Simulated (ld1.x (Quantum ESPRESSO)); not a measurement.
## carbon, PAW: configuration errors across variants

C (Z = 6), PAW, made with ld1.x (Quantum ESPRESSO) 7.5 (PBE, non-relativistic). Core [He], reference 2s2 2p2. Waves: 2s (bound): rcut 1.10, rcutus 1.25 bohr; 2s channel at -0.35 Ry: rcut 1.10, rcutus 1.25 bohr; 2p (bound): rcut 1.60, rcutus 1.95 bohr; 2p channel at 0.2 Ry: rcut 1.60, rcutus 1.95 bohr. Local part: all-electron potential smoothed inside 0.95 bohr (lloc = -1). Core correction: Bessel-smoothed model core inside 0.80 bohr. Augmentation charge: PSQ, radius 1.00 bohr.

All-electron excitation energies from the reference (eV): (1) 2s2 2p1 10.865; (2) 2s2 2p0 35.025; (3) 2s1 2p0 83.198; (4) 2s2 2p2.3 -1.159; (5) 2s1 2p3 8.463; (6) 2s1 2p2 19.602; (7) 2s0 2p4 16.945.

The overlap operator is not positive definite (basis up to 400 Ry) in “waves 2p (bound): rcut 1.60, rcutus 2.72 bohr; 2p channel at 0.2 Ry: rcut 1.60, rcutus 2.72 bohr”, “waves 2p (bound): rcut 1.60, rcutus 2.84 bohr; 2p channel at 0.2 Ry: rcut 1.60, rcutus 2.84 bohr”. Such files are unfit for use, however small their errors in these radial tests.

Errors AE − PS in meV (a dash: test not solved or not reliable):

| change | (1) | (2) | (3) | (4) | (5) | (6) | (7) | bound ghosts |
| --- | --- | --- | --- | --- | --- | --- | --- | --- |
| base | -0.1 | +1.1 | -7.4 | 0.0 | -0.4 | -1.1 | -1.9 | none |
| waves 2p (bound): rcut 1.16, rcutus 1.24 bohr; 2p channel at 0.2 Ry: rcut 1.16, rcutus 1.24 bohr | 0.0 | +0.5 | -8.0 | 0.0 | -0.4 | -0.8 | -1.7 | none |
| waves 2p (bound): rcut 1.40, rcutus 1.48 bohr; 2p channel at 0.2 Ry: rcut 1.40, rcutus 1.48 bohr | -0.1 | +1.5 | -7.0 | 0.0 | -0.4 | -1.3 | -1.7 | none |
| waves 2p (bound): rcut 1.60, rcutus 1.92 bohr; 2p channel at 0.2 Ry: rcut 1.60, rcutus 1.92 bohr | -0.1 | +1.1 | -7.4 | 0.0 | -0.4 | -1.1 | -1.9 | none |
| waves 2p (bound): rcut 1.60, rcutus 2.18 bohr; 2p channel at 0.2 Ry: rcut 1.60, rcutus 2.18 bohr | -0.4 | +1.0 | -7.5 | 0.0 | -0.5 | -1.9 | -2.3 | none |
| waves 2p (bound): rcut 1.60, rcutus 2.46 bohr; 2p channel at 0.2 Ry: rcut 1.60, rcutus 2.46 bohr | -3.4 | +0.9 | -7.6 | 0.0 | -0.6 | -8.3 | -2.9 | none |
| waves 2p (bound): rcut 1.60, rcutus 2.72 bohr; 2p channel at 0.2 Ry: rcut 1.60, rcutus 2.72 bohr | +9.7 | +0.9 | -7.6 | +2.5 | -0.5 | +17 | -2.4 | not determined (overlap not positive) |
| waves 2p (bound): rcut 1.60, rcutus 2.84 bohr; 2p channel at 0.2 Ry: rcut 1.60, rcutus 2.84 bohr | +26 | +0.9 | -7.6 | +4.8 | -0.3 | +49 | -1.7 | not determined (overlap not positive) |

Q: Give the same row for: waves 2p (bound): rcut 1.60, rcutus 1.70 bohr; 2p channel at 0.2 Ry: rcut 1.60, rcutus 1.70 bohr.

A: 0.0, +1.1, -7.3, 0.0, -0.4, -0.9, -1.9; bound ghosts: none.
